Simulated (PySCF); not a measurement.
B(Cl)(H)(OSiH3) (BClH4OSi), SMILES ClBO[SiH3]. Geometry: r2SCAN-D4/def2-SVP. The values are those of a single conformer.

Computed equilibrium geometry at r2SCAN-D4/def2-SVP (PySCF confirms it by a frequency run) as a Z-matrix, and its point group (one conformer of several):
point group Cs.
```
O
B 1 1.3393
H 2 1.2024 1 121.50
Si 1 1.6960 2 131.56 3 180.00
Cl 2 1.7825 3 118.42 1 180.00
H 4 1.4848 1 105.62 2 180.00
H 4 1.4878 6 110.50 1 -118.46
H 4 1.4878 6 110.50 7 -123.08
```
Charge 0, spin multiplicity 1.
